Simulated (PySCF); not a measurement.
A GIAO shielding run with PySCF 2.14 (density fitting, non-relativistic, gas phase) on `O=C[C@@H](F)C[SiH3]`, C3H7FOSi:

```
$ OMP_NUM_THREADS=1 python probes_run.py task.json out

{"job": {"kind": "nmr", "xc": "B97-D", "basis": "pcSseg-1", "pop": false}, "charge": 0, "multiplicity": 1}
O     -0.707533     1.753739     0.754025
C     -1.487696     0.886147     0.469765
C     -1.064253    -0.536286     0.174955
F     -2.123904    -1.173508    -0.430588
C      0.187630    -0.628319    -0.666271
Si     1.735132     0.247717     0.017620
H     -2.592349     1.061094     0.422255
H     -0.900448    -1.022233     1.157901
H     -0.026218    -0.231529    -1.673345
H      0.439172    -1.693075    -0.793670
H      1.846964     1.664070    -0.423950
H      2.913959    -0.497796    -0.527806
H      1.779323     0.149371     1.507033
```

Hardware: 1 thread of an Arm Neoverse V1, shared host.

Problem. How large is the calculation?

Solution. 56 electrons, 144 basis functions and 770 auxiliary functions.

Problem. How long does it take, and how much memory does it need?

Solution. 19 s of wall time, with 15 SCF cycles; peak memory 0.77 GiB. Times on a shared host scatter by some tens of per cent.

Problem. And these other runs on the same molecule and hardware: GIAO shielding at B3LYP/pcSseg-1; GIAO shielding at BLYP/pcSseg-1; GIAO shielding at BP86/pcSseg-1; GIAO shielding at HF/pcSseg-1; GIAO shielding at KT2/pcSseg-1; GIAO shielding at KT3/pcSseg-1?

Solution. B3LYP/pcSseg-1: 144 functions, 13 s; BLYP/pcSseg-1: 144 functions, 19 s; BP86/pcSseg-1: 144 functions, 19 s; HF/pcSseg-1: 144 functions, 6.5 s; KT2/pcSseg-1: 144 functions, 20 s; KT3/pcSseg-1: 144 functions, 20 s.
